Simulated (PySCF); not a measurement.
Level of theory: PySCF, PBE0, basis Ir def2-SVP with ECP60, O def2-SVP, F def2-SVP (scalar-relativistic core potentials, no spin–orbit coupling, density fitting). Open shells, if any, are unrestricted.

**Question.** What spin state, shape and geometry does isolated IrOF2 take (every ligand bound to Ir)?

**Answer.** Formally Ir is in oxidation state +4, d5, with 1 unpaired electron (the high-spin count would be 5). The Mulliken spin on Ir is 0.58. The polar-tensor charge on Ir, 1.44, is far below the formal one. The lowest minimum found is a doublet of C2v symmetry with Ir–F 1.847 Å (×2), Ir–O 1.661 Å; F–Ir–F 119.1°, F–Ir–O 120.5° (×2). Its harmonic wavenumbers are 161 (a1), 197 (b2), 215 (b1), 695 (a1), 700 (b2), 1064 (a1) cm⁻¹ and its dipole moment is 0.20 D.

Other isomers or separated fragments may lie lower. Other spin states or occupations of the open shell can lie lower. Spin–orbit coupling, left out here, can matter for elements this heavy.
